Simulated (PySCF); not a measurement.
# What a mistake does to a calculation on Ge2H6NO

Calculated results; nothing here was measured. They come from PySCF 2.14.0, an open-source quantum chemistry program, on an isolated molecule that a program drew, which may never have been made. The molecule is Ge2H6NO (charge 0, doublet), drawn as the SMILES string `[OH][GeH][NH][GeH3]`.

Each row is a Hartree-Fock (HF) and frozen-core CCSD(T) single point in the cc-pVDZ basis, meant for a local HF minimum. Run 1 is clean. Each other run has one planted mistake out of seven kinds, and not every kind appears here: one electron removed, one electron added, multiplicity raised by two, geometry at a saddle point, minimal basis STO-3G, one bond length entered in bohr, all coordinates scaled. The reference is restricted for singlets and unrestricted otherwise, and also for a bond in bohr. Adding or removing an electron swaps singlet and doublet. Electrons count all cores. HOMO and LUMO are orbital energies over both spins, the gradient is its largest component, and the lowest frequency (negative if imaginary) is given only where the gradient is small. Bond lengths are over the 9 bonds as drawn. T1 is the CCSD diagnostic: over 0.02 (restricted) or 0.045 (unrestricted) a single reference is doubtful. Germanium has the cc-pVDZ-PP basis, with a core potential (ECP10MDF) in place of its 10 inner electrons, and its 3s, 3p and 3d shells are frozen in CCSD(T).

Geometry of the clean run:
```xyz
10
Ge2H6NO, angstrom
O     3.0202    0.6858    1.7078
Ge    2.4170    2.3678    1.6659
N     1.2472    2.2336    0.2780
Ge    0.8219    0.6851   -0.6464
H     3.8491    0.5441    2.1405
H     3.6120    3.3246    1.3740
H     0.5945    2.9880    0.1635
H    -0.2558    1.1008   -1.6571
H     2.0533    0.1615   -1.3818
H     0.2578   -0.3993    0.2735
```

| run | electrons | basis functions | <S^2> | HOMO (eV) | LUMO (eV) | gradient (hartree/bohr) | lowest frequency (cm^-1) | mean bond (Å) | longest bond (Å) | T1 | HF (hartree) | CCSD(T) (hartree) | mistake |
|---|---|---|---|---|---|---|---|---|---|---|---|---|---|
| 1 | 85 | 104 | 0.759 | -8.52 | 1.39 | 3.2e-05 | 64 | 1.5067 | 1.853 | 0.0164 | -719.56298 | -720.16189 | no fault |
| 2 | 84 | 104 | 0.000 | -15.77 | -6.59 | 8.2e-02 | - | 1.5067 | 1.853 | 0.0262 | -719.28401 | -719.89752 | one electron removed |
| 3 | 86 | 104 | 0.000 | -0.44 | 8.09 | 9.5e-02 | - | 1.5067 | 1.853 | 0.0146 | -719.54331 | -720.16611 | one electron added |
| 4 | 85 | 104 | 0.776 | -9.04 | 0.62 | 6.6e-02 | - | 1.6468 | 2.025 | 0.0220 | -719.49422 | -720.11771 | all coordinates scaled |
| 5 | 85 | 104 | 1.602 | -8.29 | 1.30 | 6.2e-03 | - | 1.6579 | 2.891 | 0.0394 | -719.45969 | -720.04787 | ? |

**Which mistake was planted in run 5, and what did it cost?**

The mean bond changes by a factor of 1.100 and the longest by 1.560, so the molecule wasn't scaled as a whole. A length L in bohr read as angstrom grows by (1/0.5292 - 1) L = 0.890 L. The 9 bonds together grew by 9 x 0.1512 = 1.361 Å, which gives L = 1.529 Å. That is the length of one of the Ge-H bonds, 1.530 Å in the clean geometry. So the mistake is: one bond length entered in bohr. Subtracting run 1 and multiplying by 627.51 kcal/mol a hartree, the energy moved by 64.8 kcal/mol in HF and 71.5 kcal/mol in CCSD(T).

Cautions from the logs. Run 2: T1 is over the limit, so its CCSD(T) energy is less reliable.
